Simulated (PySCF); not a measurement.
## Polarisability and C₆ of Ho (holmium, neutral)

[Xe] 4f11 6s2, one real determinant. All numbers are calculated (PySCF 2.14, the spin-free X2C one-electron Hamiltonian (Gaussian nucleus), in x2c-TZVPPall with one added diffuse shell each of s, p, d, f type (12s8p8d5f2g, 129 functions)). Coupled (time-dependent) response in atomic units; α is the mean over directions.

| method | mean α (bohr³) | α xx, yy, zz | C₆ (like pair) | S(−4) |
| --- | --- | --- | --- | --- |
| UHF | 200.6 | 200.3, 200.3, 201.2 | 3307 | 18860 |

S(−4) is the Cauchy moment in α(ω) = α(0) + S(−4) ω² + …

Reference α: 165 ± 10 bohr³ (recommended; Schwerdtfeger and Nagle, table of static dipole polarizabilities (2023 update)). Published C₆: 2280 (Gould and Bucko (2016)).

Spin-orbit coupling is absent.

Hartree-Fock lies above the reference because it lacks correlation, which contracts the outer shell.

α(iu) at UHF:

```csv
u (hartree),α(iu) (bohr³)
0,200.6
0.0500,163.1
0.100,106.4
0.200,47.55
0.300,26.83
0.500,13.22
0.750,7.962
1.00,5.671
1.50,3.492
2.00,2.420
3.00,1.389
5.00,0.6637
```

A single London oscillator, α(iu) = α/(1 + u²/ω²), gives C₆ = (3/4) ω α². Matching the computed C₆ needs ω = 4 × 3307 / (3 × 200.6²) = 0.110 hartree.

The components differ because the open shell of this determinant is not spherical; for a pure term their mean is the scalar polarisability.

⟨L²⟩ = 34.03 against 42 for a pure I term, so this real determinant mixes terms. Spin-orbit coupling, absent here, splits the open shell strongly.
